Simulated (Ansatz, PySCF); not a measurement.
Reaction (SMILES): C[C@H](O)C(F)F [(2S)-1,1-difluoropropan-2-ol] + 4 C (CH4) → 2 CC (C2H6) [ethane] + 2 CF (CH3F) + CO (CH4O) [methanol]
Geometries: B3LYP-D3(BJ)/def2-TZVP minima from Ansatz (a first-principles code), one conformer each, not searched for the lowest. Frequencies are from Ansatz or PySCF.

Quantity: bond separation energy (enthalpy at 298 K, with B3LYP-D3(BJ) rigid-rotor harmonic-oscillator terms), in eV. Cores are frozen in the correlated levels unless marked. Spin-orbit coupling is left out. No relativistic terms. CBS(X,Y): correlation extrapolated as X^-3; Hartree-Fock from the larger set. [CCSD(T)-MP2]/basis is that difference in the basis named.

| level | program | bond separation energy (eV) |
|---|---|---|
| HF/6-31G | Ansatz | 1.16 |

Task: What does RI-MP2/CBS(cc-pVTZ,cc-pVQZ)+[CCSD(T)-MP2]/cc-pVTZ (Ansatz) give?

Result: 1.31 eV, so HF/6-31G differs from it by -0.15 eV.
